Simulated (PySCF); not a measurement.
# From a computed spectrum to the compound

A species of 3 atoms with charge -1 has these harmonic modes (PBE0, small Gaussian bases with core potentials, PySCF 2.14.0):

```csv
cm⁻¹,km/mol,symmetry
75,27.8,a'
320,40.9,a'
437,78.5,a'
```

Which species is it, and in which structure?

[DySF]− (singlet in the valence; each metal's 4f electrons, 10 of them, lie in its core potential, out of spins and levels):
```xyz
3

Dy   -0.1802    0.0000   -0.2085
S     2.2301    0.0000    0.7232
F    -2.1986    0.0000    0.5820
```
Ideal gas at 298.15 K and 1 bar: S = 323.7 J/(mol K), Cp = 54.1 J/(mol K), H − H(0 K) = 13.7 kJ/mol (rigid rotor, harmonic modes, spin degeneracy alone, that of the 4f electrons in the core included). An lcecp potential fixes the number of 4f electrons, so in runs with it no electron can move into or out of that shell; real Dy(II) is rare or takes another configuration.
 The answer isn't unique; the calculation gave this one.
